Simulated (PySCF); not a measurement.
CH8ClNSi2, SMILES C[SiH2]N[SiH2]Cl. Atoms are numbered in the order given.

```xyz
13

Si     1.1228     0.0210    -0.8114
Cl     1.5478     1.4193     0.6919
N      0.1077    -1.2542    -0.2504
Si    -1.5657    -1.1615     0.2872
C     -2.2104     0.5635    -0.0714
H      0.4642     0.7943    -1.8910
H      2.4128    -0.5648    -1.2540
H      0.6053    -2.1066     0.0011
H     -1.6535    -1.4598     1.7489
H     -2.3860    -2.1901    -0.4212
H     -3.2443     0.6653     0.2950
H     -1.5918     1.3240     0.4309
H     -2.2105     0.7758    -1.1521
```

Geometry: B3LYP-D3(BJ)/def2-SVP. This is a generated structure with no PubChem entry under its InChIKey; it may be hypothetical. The values are those of a single conformer.

These are HF/pcSseg-1 (PySCF) values and carry that method's errors.

GIAO shieldings, no solvent; atoms alike by connectivity are averaged. δ = σ(ref) − σ: ²⁹Si against TMS (σ = 393.8 ppm); ³⁵Cl against HCl (σ = 958.2 ppm); ¹⁵N against NH3 (σ = 267.3 ppm); ¹³C against TMS (σ = 192.6 ppm); ¹H against TMS (σ = 31.99 ppm), references at their B3LYP-D3(BJ)/def2-TZVP geometries, non-relativistic (without spin–orbit terms, shifts of atoms bonded to Cl or Br come out too high).

Question: Estimate the chemical shifts. (An estimate is asked for; the answer gives what the named calculation found.)

Answer: 
```tsv
nucleus	atoms	count	δ (ppm)
²⁹Si	Si1	1	-24.9
²⁹Si	Si4	1	-28.0
³⁵Cl	Cl2	1	13.4
¹⁵N	N3	1	21.7
¹³C	C5	1	-3.1
¹H	H6, H7	2	4.92
¹H	H9, H10	2	4.64
¹H	H8	1	0.91
¹H	H11, H12, H13	3	0.86
```
